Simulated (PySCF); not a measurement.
C₂H₅NO₂Si, SMILES O1C=N[SiH2]OC1. Geometry optimised at B3LYP-D3(BJ)/def2-SVP. The structure was generated by enumeration, and PubChem lists no compound with its InChIKey, so it may never have been made. The values are those of a single conformer.

**Question.** Give the equilibrium geometry at B3LYP-D3(BJ)/def2-SVP (PySCF confirms it by a frequency run) as Cartesian coordinates in Å. (An estimate is asked for; the answer gives what the named calculation found.)

**Answer.** This is not unique; one that fits is 
```xyz
11

C      1.5128    -0.1907    -0.2798
N      0.7132    -1.1608    -0.4403
Si    -0.9506    -0.9889     0.0377
O     -1.0359     0.6063     0.6134
C     -0.1659     1.4814    -0.0243
O      1.2122     1.0872     0.0565
H      2.6061    -0.2842    -0.3905
H     -1.2975    -1.8786     1.1690
H     -1.8646    -1.2104    -1.1147
H     -0.2119     2.4667     0.4590
H     -0.4084     1.5838    -1.1025
```
